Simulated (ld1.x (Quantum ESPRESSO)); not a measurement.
Varying the TM potential for Co

Base potential:

Co (Z = 27), norm-conserving Troullier–Martins (Kleinman–Bylander form), made with ld1.x (Quantum ESPRESSO) 7.5 (LDA (PZ), scalar-relativistic). Core [Ne], reference 3s2 3p6 3d7 4s2 4p0. Waves: 3s (bound): rc 1.00 bohr; 3p (bound): rc 1.35 bohr; 3d (bound): rc 1.35 bohr. Local part: all-electron potential smoothed inside 1.30 bohr (lloc = -2). Core correction: none.

Occupied shells without a wave of their own: 4s. They enter only through the test configuration that unscreens the potential.

All-electron outer shells of the reference configuration (LDA (PZ), scalar-relativistic, ld1.x):

```
shell  level (eV)  outermost node (bohr)  outermost maximum (bohr)
   2s     -897.10                   0.08                      0.21
   2p     -769.46                      –                      0.17
   3s     -101.87                   0.31                      0.67
   3p      -65.51                   0.28                      0.68
   3d       -8.46                      –                      0.66
   4s       -5.68                   0.96                      2.29
   4p       -1.39                   1.05                      3.21
```

Cutoffs, loose and tight: the cutoffs (Ry, on a coarse ladder) from which the occupation-weighted sum of valence levels, in a spherical-Bessel basis at the reference potential, stays within 10 and 1 mRy of its value at 400 Ry. They do not see the model core or the augmentation charge, which bear on the density cutoff. Test errors are all-electron minus pseudo excitation energies from the reference, over the configurations 3s2 3p6 3d7 4s1 4p0; 3s2 3p6 3d7 4s0 4p0; 3s2 3p6 3d6 4s0 4p0; 3s2 3p6 3d7 4s1.5 4p0; 3s1 3p6 3d7 4s2 4p0; 3s2 3p6 3d8 4s0 4p0; 3s2 3p6 3d7 4s0 4p1 (two spin-polarised tests are not counted in the largest error). A dash means not determined; rows that change the core or the reference have their own tests. The largest error is taken over the tests solved by every variant that gives reliable tests at all: 3s2 3p6 3d6 4s0 4p0; 3s2 3p6 3d7 4s0 4p0; 3s2 3p6 3d7 4s0 4p1; 3s2 3p6 3d7 4s1 4p0; 3s2 3p6 3d7 4s1.5 4p0; 3s2 3p6 3d8 4s0 4p0.

```tsv
change	outcome	cutoff, loose	cutoff, tight	bound ghosts	largest test error (meV)
base	generated, misses its reference levels by 0.19 eV	160 Ry	260 Ry	none	-1009
wave 3s (bound): rc 1.00 bohr becomes 3s (bound): rc 0.68 bohr	generated	230 Ry	over 300 Ry	none	-651
wave 3s (bound): rc 1.00 bohr becomes 3s (bound): rc 0.82 bohr	generated	200 Ry	over 300 Ry	none	-726
wave 3s (bound): rc 1.00 bohr becomes 3s (bound): rc 1.22 bohr	generated, misses its reference levels by 0.28 eV	140 Ry	230 Ry	none	-1482
wave 3s (bound): rc 1.00 bohr becomes 3s (bound): rc 1.34 bohr	generated, misses its reference levels by 0.34 eV	140 Ry	230 Ry	none	-1778
```

Question: What comes out with this change to the base: wave 3s (bound): rc 1.00 bohr becomes 3s (bound): rc 1.04 bohr?

Answer: outcome: generated, misses its reference levels by 0.20 eV; cutoff, loose: 140 Ry; cutoff, tight: 260 Ry; bound ghosts: none; largest test error (meV): -1058.

Question: What comes out with this change to the base: wave 3s (bound): rc 1.00 bohr becomes 3s (bound): rc 1.52 bohr?

Answer: outcome: generated, misses its reference levels by 0.42 eV; cutoff, loose: 140 Ry; cutoff, tight: 230 Ry; bound ghosts: none; largest test error (meV): -2150.

Question: What comes out with this change to the base: wave 3s (bound): rc 1.00 bohr becomes 3s (bound): rc 0.90 bohr?

Answer: outcome: generated, misses its reference levels by 0.15 eV; cutoff, loose: 180 Ry; cutoff, tight: 300 Ry; bound ghosts: none; largest test error (meV): -844.

Reading the sweep of the s radius (base included, trends over the rows without a ghost): The loose cutoff falls from 230 Ry at 0.68 to 140 Ry at 1.52 bohr. A larger radius leaves more room for a smooth pseudo-wave, so fewer plane waves are needed; a smaller one forces it to follow the all-electron wave where it bends sharply. The median size of the test errors (rows with all tests solved) rises from 220.9 meV at 0.68 to 859.3 meV at 1.52 bohr. More of the atom is replaced by a form fitted at one configuration, so other configurations suffer as the radius grows.
